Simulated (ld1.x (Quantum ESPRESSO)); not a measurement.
# u(r) = r·R(r): atom against pseudo-atom (C (Z = 6))

Columns: radius, all-electron u(r) and pseudo u(r) of the 2s shell (level -25.61 eV) of carbon in the configuration [He] 2s2 2p1; PBEsol, non-relativistic, PAW scheme, ld1.x (Quantum ESPRESSO) 7.5.

```csv
r (bohr),all-electron,pseudo
0.095,0.3476,-0.1275
0.190,0.3450,-0.2517
0.285,0.1936,-0.3692
0.380,-0.0073,-0.4772
0.475,-0.2092,-0.5736
0.570,-0.3895,-0.6566
0.665,-0.5399,-0.7254
0.760,-0.6585,-0.7796
0.855,-0.7460,-0.8196
0.950,-0.8055,-0.8461
1.045,-0.8408,-0.8603
1.140,-0.8558,-0.8633
1.235,-0.8544,-0.8562
1.330,-0.8400,-0.8401
1.425,-0.8157,-0.8157
1.520,-0.7840,-0.7840
1.615,-0.7471,-0.7471
1.710,-0.7067,-0.7067
1.805,-0.6644,-0.6644
1.900,-0.6213,-0.6213
1.995,-0.5782,-0.5782
2.090,-0.5358,-0.5358
2.185,-0.4948,-0.4948
2.280,-0.4554,-0.4554
2.375,-0.4180,-0.4180
2.470,-0.3827,-0.3827
```

Problem. How many radial nodes do the two functions have?

Solution. The all-electron 2s function has n − l − 1 = 1; the pseudo-wave has 0, since the states of the same l below it are removed with the core.

Problem. At about which radius was the pseudo-wave matched?

Solution. 1.40 bohr, where the columns begin to agree (steps of 0.10 bohr).

Problem. Is the pseudo-wave norm-conserving?

Solution. No, it belongs to a PAW set: the norm inside the radius is not constrained, and the difference is carried by the augmentation charge.
